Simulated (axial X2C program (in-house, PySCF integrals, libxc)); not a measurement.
## Working with the constants of CrH

A bond curve at the PBE0 level, two-component, was computed with an in-house relativistic program for diatomic molecules (basis Cr dyall-cv3z [9s10p6d3f2g], H dyall-v3z [6s2p1d] (cores contracted in-house)) for the state Ω = 5/2 (⟨Sz⟩ = 2.50, ⟨Lz⟩ = 0.00 at PBE0). Its fit gives Re = 1.6534 Å, ωe = 1658.5 cm⁻¹, ωexe = 29.8 cm⁻¹ and αe = 1.779e-01 cm⁻¹; the masses are 51.9405 and 1.0078 u. Two-component means X2C with spin–orbit coupling and atomic mean-field Coulomb and Gaunt terms.

(1) Find the reduced mass, Be and the force constant.

(2) Estimate De from a Morse curve and compare with the computed well depth of 2.160 eV to Cr + H.

(3) The dipole moment p changes by 2.35 D/Å at Re. What harmonic infrared intensity follows?

(4) Where do the fundamental and the first overtone lie?

(5) Estimate the centrifugal constant by the Kratzer relation.

The state is one determinant whose occupation by symmetry is held fixed; it was picked as the lowest of a PBE0 search that is not exhaustive. Dissociation energies refer to the lowest single-determinant-based atoms at the same level and basis. Density functionals use the spin component along the axis (collinear). With several unpaired electrons one determinant need not be a pure state. This is the top spin component of a Σ state; components of lower Ω are not single determinants and can lie lower.

Results:

(1) From the PBE0 values: μ = 0.9886 u. Be = 16.8576/(μ Re²) = 6.238 cm⁻¹. k = 5.8918×10⁻⁷ μ ωe² = 1.6 mdyn/Å.

(2) De(Morse) = ωe²/(4ωexe) = 2.861 eV against 2.160 eV computed, a ratio of 1.32. The extrapolation overshoots: the well softens faster than a Morse curve, or the lowest atomic limit lies below the one to which the curve heads.

(3) I = 42.256 × (dp/dR)²/μ = 240 km/mol.

(4) ν(1←0) = ωe − 2ωexe = 1598.9 cm⁻¹; ν(2←0) = 2ωe − 6ωexe = 3138.2 cm⁻¹.

(5) D = 4Be³/ωe² = 3.53e-04 cm⁻¹.
